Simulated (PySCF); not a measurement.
C2F3, multiplicity 2. Atoms are numbered in the order given.

```xyz
5

F      0.0278    -1.9558     0.0000
C      0.5987    -0.7854     0.0000
C      0.0592     0.4223     0.0000
F     -1.2404     0.6702     0.0000
F      0.7741     1.5277     0.0000
```
Charge 0, spin multiplicity 2.

The structure is a stationary point at B3LYP-D3(BJ)/def2-SVP. The isomer is the one that the SMILES or the coordinates give; other isomers of the formula were not compared.

Level of theory: PBE/def2-TZVPD (PySCF).

Mulliken values depend strongly on the basis, most of all with diffuse functions as here. ESP charges are fitted to the potential on shells at 1.4 to 2.0 van der Waals radii. Atomic charges (e):

```csv
atom,meta-Löwdin,Mulliken,ESP fit,Mulliken spin
F1,-0.14,-0.12,___,0.10
C2,0.12,0.12,___,0.85
C3,0.43,0.31,___,0.02
F4,-0.21,-0.16,___,0.03
F5,-0.20,-0.15,___,0.00
```

Q: Fill in the missing entries. (Estimate from the structure and the level; the computed values follow.)

A: 
- F1, ESP fit: -0.01
- C2, ESP fit: -0.05
- C3, ESP fit: 0.26
- F4, ESP fit: -0.09
- F5, ESP fit: -0.11
